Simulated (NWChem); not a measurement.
Species: C3H4F2; SMILES [C@@H]1(F)C[C@H]1F

Results from NWChem. Coordinates come from a PBE-D3(BJ)/def2-SVP optimisation. Ions are spin-unrestricted doublets at the neutral geometry; other ion states weren't tried. Functional: LC-ωPBE (HJS hole) with def2-SVP; rows give the range parameter ω in 1/bohr.

For range parameter (1/bohr) 0.80:

```
Item                                   Result
-------------------------------------  ------
vertical ionisation energy, ΔSCF (eV)   11.52
−ε(HOMO) (eV)                           12.42
```

Task: What are these values for range parameter (1/bohr) 0.05?

Result: 
- vertical ionisation energy, ΔSCF (eV) = 10.23
- −ε(HOMO) (eV) = 7.28
